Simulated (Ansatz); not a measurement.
**Relaxing a trial structure of ClFGeHSi+**

The starting geometry of this gas-phase singlet was optimised with GFN2-xTB.

```yaml
atoms:
  - { symbol: Cl, position_ang: [-2.9238, -1.4460, -1.1951] }
  - { symbol: F, position_ang: [1.4450, -3.5382, -0.3017] }
  - { symbol: Ge, position_ang: [-1.6722, -2.8434, -0.3441] }
  - { symbol: Si, position_ang: [0.8533, -2.2751, -1.0768] }
  - { symbol: H, position_ang: [2.1046, -1.7222, -1.6221] }
```

Problem. Predict what becomes of its bonds when it is optimised with B3LYP-D3(BJ)/def2-SVP.

Solution. A new bond forms, giving a structure with Cl1 bridging Si4 and Ge3, given below by its coordinates. Distances that change by over a tenth: Cl1–Ge3 (2.06 → 2.42 Å). Contacts that close: Cl1–Si4 (3.87 → 2.26 Å).

The energy falls by 0.70 eV over 28 steps:

```csv
step,E − E(last) (eV)
1,0.698
4,0.501
7,0.432
10,0.421
13,0.417
16,0.403
19,0.316
22,0.054
25,0.003
28,0.000
```

Final geometry (Å):

```tsv
atom	x (Å)	y (Å)	z (Å)
Cl	-1.4092	-2.1266	-1.9647
F	1.1673	-3.6868	-1.1828
Ge	-1.7075	-2.5620	0.4020
Si	0.4699	-2.3174	-0.7302
H	1.2865	-1.1322	-1.0643
```

Frequencies at the end are all real (lowest 130 cm⁻¹). Run with Ansatz 0.2.0, 74 s on 2 threads of Intel(R) Xeon(R) Platinum 8259CL CPU @ 2.50GHz (Skylake/Cascade Lake), with other jobs on the host.
